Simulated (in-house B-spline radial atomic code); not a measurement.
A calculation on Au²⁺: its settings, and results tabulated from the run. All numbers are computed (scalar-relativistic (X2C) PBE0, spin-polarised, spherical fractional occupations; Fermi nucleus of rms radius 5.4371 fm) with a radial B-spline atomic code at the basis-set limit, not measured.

Command:
```bash
python run_scf.py task.json out
```
Settings (nuclear radius in fm, mass in u):
```
Z                79
configuration    [Xe] 4f14 5d9
hamiltonian      x2c
method           pbe0
spin_polarised   True
nucleus          fermi
rms_radius       5.4371
atomic_mass      196.96657
speed_of_light   137.035999084
```

Output (hartree, bohr):
```
 radial grid: 78 intervals, B-splines of order 8, outer radius 53.7037 bohr

 iter        energy (Eh)    residual
    1      -19012.423807    6.95e-01
    2      -19012.966610    1.51e-01
    3      -19013.361494    2.45e-02
    4      -19013.373280    7.33e-03
    5      -19013.373361    4.80e-03
    6      -19013.373674    2.07e-03
    7      -19013.373766    1.34e-04
    8      -19013.373766    2.48e-05
    9      -19013.373766    1.67e-06
   10      -19013.373766    2.38e-07

 total energy                    -19013.37377
 kinetic                           21851.7005
 electron-nucleus                 -47855.9585
 Hartree                            7359.8127
 exact exchange                      -90.8244
 exchange-correlation               -278.1040

 orbital      occ     eigenvalue          <r>       <r^2>       <1/r>       r_max
 1s up      1.000     -2964.3433    0.0160226 0.000362522     106.388    0.009432
 1s down    1.000     -2964.3434    0.0160226 0.000362522     106.388    0.009432
 2s up      1.000      -525.0132    0.0702587  0.00590856     24.9954     0.05998
 2s down    1.000      -525.0096    0.0702586  0.00590854     24.9955     0.05998
 2p up      3.000      -456.0123    0.0636116  0.00496463     20.2997     0.04915
 2p down    3.000      -456.0091    0.0636114   0.0049646     20.2998     0.04915
 3s up      1.000      -125.1869     0.183213   0.0385377     8.97013      0.1698
 3s down    1.000      -125.1856     0.183212    0.038537     8.97016      0.1698
 3p up      3.000      -104.9766     0.184184   0.0394548     7.73208      0.1686
 3p down    3.000      -104.9752     0.184182   0.0394539     7.73212      0.1686
 3d up      5.000       -82.4245     0.167658    0.032925     7.15319      0.1376
 3d down    5.000       -82.4216      0.16766   0.0329255     7.15311      0.1376
 4s up      1.000       -28.1466     0.407064    0.187182     3.73228      0.3833
 4s down    1.000       -28.1428     0.407077    0.187191     3.73203      0.3833
 4p up      3.000       -21.4508     0.432338    0.212623     3.26271      0.4023
 4p down    3.000       -21.4471     0.432344    0.212621     3.26251      0.4023
 4d up      5.000       -13.1371      0.45832    0.242825     2.89292      0.4109
 4d down    5.000       -13.1322     0.458316    0.242802     2.89275      0.4109
 5s up      1.000        -4.9685     0.931909    0.974495     1.48282      0.8517
 5s down    1.000        -4.9410     0.930451    0.971469     1.48599      0.8508
 5p up      3.000        -3.1644      1.06993     1.29384     1.24322       0.953
 5p down    3.000        -3.1278      1.06837     1.29033     1.24582      0.9517
 4f up      7.000        -3.9973     0.498203    0.300659     2.46227      0.3762
 4f down    7.000        -3.9923     0.497694    0.299865     2.46371      0.3762
 5d up      5.000        -1.0852      1.48669     2.58054    0.878104         1.2
 5d down    4.000        -1.0285      1.49953       2.633    0.872312       1.202
```


Caution: exact exchange at fractional occupations of open shells leaves self-interaction of up to several eV.

One-electron X2C: radii and densities carry no picture-change correction, so inner-shell <1/r> comes out high (for 1s by about 2 % at Z = 33, 5 % at 54, 10 % at 75, 30 % at 118) and <r> low.
